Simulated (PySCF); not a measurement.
# Where the electron goes

Compound: C3H9NSi3.
Geometry (GFN2-xTB, Å), atoms numbered from 1 in this order:
```
atom  x, y, z in Å
C1     2.0899   -1.2756   -0.8826
C2     1.3049   -0.5188   -0.1161
C3     1.8061    0.0611    1.0608
N4     2.1507    0.5652    2.0339
Si5   -0.5298   -0.1251   -0.4810
Si6   -0.6784    2.1713   -0.8328
Si7   -1.7855   -1.0717    1.2346
H8     3.1232   -1.4757   -0.6411
H9     1.7112   -1.7241   -1.7860
H10   -0.7255   -0.8658   -1.7479
H11   -2.0486    2.5236   -1.2159
H12   -0.3525    2.9175    0.3822
H13    0.2016    2.6608   -1.8976
H14   -3.2131   -0.8886    0.9593
H15   -1.4974   -0.4346    2.5188
H16   -1.5644   -2.5106    1.3999
```

Computed with TDDFT PBE0/def2-SVPD, vertical, gas phase, core orbitals frozen in the response (PySCF 2.14.0, density-fitted response routines).

Frontier orbitals with the atoms that hold most of them (Löwdin shares over 4%, at most four atoms; ? is withheld):

| orbital | ε (eV) | atoms |
| --- | --- | --- |
| HOMO-3 | -9.35 | Si5 22%, N4 18%, H10 18%, C3 14% |
| HOMO-2 | -8.94 | N4 18%, Si5 17%, C3 13%, Si7 11% |
| HOMO-1 | -8.90 | ? |
| HOMO | -8.03 | ? |
| LUMO | ? | C1 34%, C2 24%, N4 13%, C3 10% |
| LUMO+1 | -0.82 | Si5 26%, Si6 20%, Si7 20%, H13 8% |
| LUMO+2 | -0.42 | Si5 32%, Si7 15%, Si6 15%, H10 11% |

Q: Which atoms hold the HOMO-1, and with what shares?

A: Si5 (bonded to C, 2 Si and H) 21%; C2 (bonded to 2 C and Si) 16%; N4 (bonded to C) 11%; Si6 (bonded to Si and 3 H) 11%. By element: silicon 32% or more, carbon 16% or more, nitrogen 11%.

Q: Which atoms hold the HOMO, and with what shares?

A: C1 (bonded to C and 2 H) 21%; C2 (bonded to 2 C and Si) 18%; Si5 (bonded to C, 2 Si and H) 14%; Si6 (bonded to Si and 3 H) 10%. By element: carbon 39% or more, silicon 24% or more.

Q: What is the LUMO energy, and the HOMO–LUMO gap?

A: ε(LUMO) = -1.87 eV; the gap is 6.16 eV (0.2263 hartree).

Q: How does S1 compare with the orbital gap of 6.16 eV?

A: S1 is at 5.54 eV (f = 0.0018), 0.62 eV below the gap, made of HOMO-1→LUMO (82%), HOMO-3→LUMO (14%). Its leading pair isn't HOMO and LUMO; the energies of that pair differ by 7.03 eV. 

Q: Give energy, strength and leading configuration of S1, S2, S3, S5 and S8, and follow the Löwdin shares of the leading atoms from the occupied to the empty orbital.

A: 
- S1 (5.54 eV, f 0.0018), HOMO-1→LUMO (82%): Si5 21% → at most 11%, C2 16% → 24%, C1 at most 11% → 34%
- S2 (5.57 eV, f 0.172), HOMO→LUMO (84%): C1 21% → 34%, C2 18% → 24%
- S3 (6.13 eV, f 0.047), HOMO→LUMO+1 (82%): C1 21% → at most 9%, C2 18% → at most 9%, Si5 14% → 26%, Si6 10% → 20%
- S5 (6.26 eV, f 0.110), HOMO-2→LUMO (78%): N4 18% → 13%, Si5 17% → at most 11%, C1 at most 12% → 34%, C2 at most 12% → 24%
- S8 (7.01 eV, f 0.021), HOMO-1→LUMO+1 (88%): Si5 21% → 26%, C2 16% → at most 9%, Si6 11% → 20%

Löwdin shares depend on the basis, the more so with diffuse functions.

One conformer stands for the species.
